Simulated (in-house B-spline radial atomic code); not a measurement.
Radial electron density of the molybdenum ion Mo⁺, [Ar] 3d10 4s2 4p5 4d6. Method: Dirac-Kohn-Sham LDA VWN5, spherical fractional occupations, Fermi nucleus of rms radius 4.4091 fm, inside a hard spherical wall at 4.82 bohr. Calculated with a B-spline radial code for spherical atoms.

Columns: r (bohr), 4πr²n(r) (electrons per bohr), bar.

```
 0.00155     1.83 #
 0.00188     2.57 ##
 0.00229    3.615 ##
 0.00278    5.018 ###
 0.00339    6.956 #####
 0.00412    9.484 ######
 0.00502    12.81 #########
  0.0061    16.96 ###########
 0.00743    22.08 ###############
 0.00904    28.04 ###################
   0.011    34.61 #######################
  0.0134    41.31 ############################
  0.0163    47.28 ################################
  0.0198    51.59 ###################################
  0.0241    53.45 ####################################
  0.0293    52.49 ###################################
  0.0357    49.38 #################################
  0.0434    46.13 ###############################
  0.0528    45.34 ###############################
  0.0643    48.99 #################################
  0.0782    56.37 ######################################
  0.0952    63.56 ###########################################
   0.116    65.13 ############################################
   0.141     58.7 ########################################
   0.172    47.96 ################################
   0.209    41.37 ############################
   0.254    43.16 #############################
   0.309    48.77 #################################
   0.376    48.55 #################################
   0.458    38.31 ##########################
   0.557    23.99 ################
   0.677    14.09 ##########
   0.824    11.13 ########
       1    11.32 ########
    1.22    10.44 #######
    1.48    7.869 #####
    1.81    4.873 ###
     2.2    2.698 ##
    2.68    1.321 #
    3.26    0.531 
    3.96   0.1274 
    4.77 0.0003837
```

On this grid the curve has 4 maxima, near 0.0241, 0.116, 0.309, 1 bohr.

The 4d5/2 radial function P(r) = rR(r), positive near the nucleus, with its small component Q(r) (sign convention: Q ≈ (P' + κP/r)/2c):

```json
{"r (bohr)": "0.0134", "P": "0.0009909", "Q": "-4.935e-05"}
{"r (bohr)": "0.0198", "P": "0.002915", "Q": "-0.0001433"}
{"r (bohr)": "0.0293", "P": "0.008277", "Q": "-0.0003998"}
{"r (bohr)": "0.0434", "P": "0.02226", "Q": "-0.00105"}
{"r (bohr)": "0.0643", "P": "0.05523", "Q": "-0.002529"}
{"r (bohr)": "0.0952", "P": "0.122", "Q": "-0.005389"}
{"r (bohr)": "0.141", "P": "0.2296", "Q": "-0.009751"}
{"r (bohr)": "0.209", "P": "0.3424", "Q": "-0.01414"}
{"r (bohr)": "0.309", "P": "0.3524", "Q": "-0.01511"}
{"r (bohr)": "0.458", "P": "0.137", "Q": "-0.01018"}
{"r (bohr)": "0.677", "P": "-0.2825", "Q": "-0.00174"}
{"r (bohr)": "1", "P": "-0.6728", "Q": "0.004796"}
{"r (bohr)": "1.48", "P": "-0.7778", "Q": "0.006146"}
{"r (bohr)": "2.2", "P": "-0.5929", "Q": "0.004091"}
{"r (bohr)": "3.26", "P": "-0.2939", "Q": "0.001857"}
{"r (bohr)": "4.77", "P": "-0.008022", "Q": "0.0006041"}
```
